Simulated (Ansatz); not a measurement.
Gas-phase reaction (SMILES): FC(F)CC(F)(F)F [1,1,1,3,3-pentafluoropropane] → FC(F)[CH]C(F)(F)F + H atom; the C-H bond at the site shown breaks (other sites are not compared here).

Each molecule is optimised on its own at B3LYP-D3(BJ)/def2-TZVP (Ansatz, a program for electronic structure), one conformer each, not searched for the lowest. Cores are frozen in the correlated levels unless marked. UHF or UKS for open shells. Spin-orbit coupling is left out. Non-relativistic. Basis-set limits of correlation are two-point, X^-3; Hartree-Fock from the larger set. [CCSD(T)-MP2]/basis is that difference in the basis named. Thermal terms are rigid-rotor harmonic-oscillator values from B3LYP-D3(BJ) frequencies (Ansatz) at 298.15 K and 1 atm. 1 Eh = 627.5095 kcal/mol. Atoms have translation alone.

| species | E, RI-MP2/CBS(cc-pVTZ,cc-pVQZ)+[CCSD(T)-MP2]/cc-pVTZ (Ansatz) (Eh) | E, PBE0-D4/def2-TZVPD (Ansatz + dftd4) (Eh) | H - E (Eh) |
|---|---|---|---|
| FC(F)CC(F)(F)F | -614.91768 | -615.02888 | 0.07424 |
| FC(F)[CH]C(F)(F)F | -614.23691 | -614.35636 | 0.06028 |
| H atom | -0.49995 | -0.50104 | 0.00236 |

Question: Work out ΔE and ΔH at 298.15 K at the first level, then ΔH at the second.

Answer: 
1. ΔE = [(-614.23691) + (-0.49995)] - [(-614.91768)] = 0.18082 Eh = 113.5 kcal/mol at RI-MP2/CBS(cc-pVTZ,cc-pVQZ)+[CCSD(T)-MP2]/cc-pVTZ.
2. The terms H - E add up to -0.01160 Eh, so ΔH = (0.18082 + (-0.01160))×627.5095 = 106.2 kcal/mol.
3. At PBE0-D4/def2-TZVPD the same steps give ΔE = 107.6 and ΔH = 100.3 kcal/mol, a shift of -5.9 from the first level.
4. These values are not checked against measurement here, since the tables used lack a sound gas-phase enthalpy of formation for at least one species.
